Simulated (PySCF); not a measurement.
Theory: PBE0-D3(BJ)/def2-SVP geometry optimisation, gas phase (PySCF 2.14.0). One conformer each; commonest isotopes, rigid rotors. Atoms past krypton carry def2 core potentials. The geometries of the anions come from a basis without diffuse functions. Dipoles of ions are taken about the centre of mass.

Species:
1. `[CH3:1][CH2:2]/[CH:3]=[CH:4]\[O-:5]` (charge -1) with C1–C2–C3–C4 113°
2. `[CH3:1][B:2]([CH3:3])[PH:4][SiH2:5][OH:6]` with C1–B2–P4–Si5 59°, B2–P4–Si5–O6 -87°, P4–Si5–O6–H -47°
3. `F[Te](F)(F)F`
4. Zr(NCS)2(OMe)2, `C[O][Zr]([N]=C=S)([N]=C=S)[O]C`
5. `CCC([SiH3])([SiH3])[SiH3]`

Rotational constants (MHz) and dipole components (D):

```tsv
set	A	B	C	μa	μb	μc
P	1691	1429	1306	0.75	0.00	0.70
Q	3361	1327	1118	0.71	0.27	0.17
R	537.7	312.5	257.4	0.13	5.06	0.02
S	12256	2794	2551	3.68	0.44	0.05
T	4105	2752	2291	0.00	0.00	3.35
```

Question: Match each set to its species.

Answer: P = 5, Q = 2, R = 4, S = 1, T = 3.

- 1 (set S): mass 71.0 u, 5 heavy atoms, longest extent 5.5 Å, C1, near-prolate asymmetric top, Ia, Ib, Ic = 41.2, 180.9, 198.1 u·Å².
- 2 (set Q): mass 120.0 u, 6 heavy atoms, longest extent 6.4 Å, C1, asymmetric top, Ia, Ib, Ic = 150.4, 380.8, 452.0 u·Å².
- 3 (set T): mass 205.9 u, 5 heavy atoms, longest extent 3.8 Å, C2v, asymmetric top, Ia, Ib, Ic = 123.1, 183.7, 220.6 u·Å².
- 4 (set R): mass 267.9 u, 11 heavy atoms, longest extent 8.1 Å, asymmetric top, Ia, Ib, Ic = 939.8, 1617.2, 1963.4 u·Å².
- 5 (set P): mass 134.0 u, 6 heavy atoms, longest extent 6.2 Å, Cs, asymmetric top, Ia, Ib, Ic = 298.8, 353.6, 387.1 u·Å².

Point groups hold within 0.08 Å; constants that symmetry makes equal can differ a little in the computed geometry, and forbidden dipole components can keep a residue. No structure here is proved a minimum.
